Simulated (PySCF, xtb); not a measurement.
B3H3O3. Atoms are numbered in the order given.

```xyz
9

B     -1.3811     0.0000     0.0000
O     -0.6857    -1.1876     0.0000
B      0.6905    -1.1960     0.0000
O      1.3713     0.0000     0.0000
B      0.6905     1.1960     0.0000
O     -0.6857     1.1876     0.0000
H     -2.5835     0.0000     0.0000
H      1.2917    -2.2374     0.0000
H      1.2917     2.2374     0.0000
```

The structure is a stationary point at ωB97X-D3(BJ)/def2-SVP.

Computed with IEF-PCM-B3LYP/def2-SVP in PySCF.

The values are the electrostatic part of the solvation free energy, E(continuum) − E(gas) at the gas-phase geometry, in a cavity of scaled van der Waals radii (PySCF's table); cavitation and dispersion terms are not included. In vacuum the orbital gap is 8.56 eV. The dipole moment in vacuum is 0.00 D.

Task: Estimate the values in water (ε = 78.36), ethanol (ε = 24.85), diethylether (ε = 4.24). (An estimate is asked for; the answer gives what the named calculation found.)

Result: 
| solvent | ε | ΔG(elec) (kcal/mol) | dipole (D) | gap (eV) |
|---|---|---|---|---|
| water | 78.36 | -2.4 | 0.00 | 8.67 |
| ethanol | 24.85 | -2.3 | 0.00 | 8.66 |
| diethylether | 4.24 | -1.6 | 0.00 | 8.63 |

For comparison, GFN2-xTB/ALPB(water) (xtb, at the GFN2-xTB geometry, all terms of that model) gives -0.4 kcal/mol.
